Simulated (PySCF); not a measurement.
H3O3Si, SMILES O[Si](O)O (connectivity only; charge and spin as stated), charge +1, multiplicity 1.

Geometry: r2SCAN-D4/def2-SVP. The multiplicity is an assumed one; other spin states were not compared. The isomer is the one that the SMILES or the coordinates give; other isomers of the formula were not compared. One conformer was computed; it need not be the lowest.

The numbers are results of SMD-PBE0/6-31G* run with PySCF, not measurements.

Solvation free energies are E(SMD) − E(gas) at the gas-phase geometry, for 1 M in both phases.

Q: Rank water, tetrahydrofuran, methanol by solvation free energy, most negative first.

A: water (-71.7 kcal/mol), methanol (-71.0 kcal/mol), tetrahydrofuran (-55.1 kcal/mol)
